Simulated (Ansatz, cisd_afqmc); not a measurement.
Species: N, charge 0, quartet.

Total energies in def2-SVPD, 5 correlated electrons, 1 frozen orbitals. Radicals and triplets start from unrestricted determinants; spin-orbit coupling is neglected. Cores are frozen in correlated methods. No relativity. AFQMC is phaseless with a CISD trial state; ± is one standard error, without the phaseless bias. Outlying blocks are dropped, and bars are widened where a walk drifts. Over all cases where full CI ran beside it in this data, AFQMC minus full CI had a median of +0.1 mEh and passed +0.4 mEh in a tenth of the cases. Full CI freezes restricted core orbitals and the other rows unrestricted ones, which leaves a small offset even where coupled cluster is exact.

| method | program | energy (Eh) | error against FCI (mEh) |
|---|---|---|---|
| HF | Ansatz | -54.33726 | 92.47 |
| MP2 | Ansatz | -54.41174 | 17.99 |
| CCSD | Ansatz | -54.42839 | 1.34 |
| CCSD(T) | Ansatz | -54.42959 | 0.14 |
| CCSDT(Q) | Ansatz | -54.42985 | -0.12 |
| CCSDTQ | Ansatz | -54.42986 | -0.13 |
| AFQMC/CISD | cisd_afqmc | -54.4299 ± 0.0001 | -0.1 ± 0.1 |
| FCI | Ansatz | -54.42973 | 0.00 |

Ansatz is a quantum-chemistry and plane-wave program.
